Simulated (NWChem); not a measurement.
# C2H5F3Si; SMILES C[Si@@H](F)C(F)F

```xyz
11

C     -1.1501     1.8811    -0.1482
Si     0.2874     0.7295    -0.3728
F      1.3337     0.9155     0.8579
C     -0.3324    -1.0828    -0.3276
F      0.7127    -1.9492    -0.3417
F     -1.0421    -1.2898     0.8171
H     -0.8138     2.9259    -0.0683
H     -1.7010     1.6205     0.7686
H     -1.8466     1.8116    -0.9990
H      1.0366     0.9394    -1.6417
H     -0.9942    -1.3440    -1.1779
```
Atoms are numbered in this order, from 1.

Computed with NWChem. All runs use the structure optimised with PBE0/def2-SVP. Level: PBE0/def2-SVP with SMD (1 M gas to 1 M solution), gas-phase geometry. Reactions with the solvent are ignored.

For solvent toluene:

| Quantity | Value |
|---|---|
| solvation free energy (kcal/mol) | -2.6 |
| cavity-dispersion-structure term (kcal/mol) | 0.4 |
| dipole in solution (D) | 3.67 |

### Question
How do the values read with solvent water instead?

### Answer
| Property | Result |
|---|---|
| solvation free energy (kcal/mol) | -0.7 |
| cavity-dispersion-structure term (kcal/mol) | 4.9 |
| dipole in solution (D) | 4.04 |
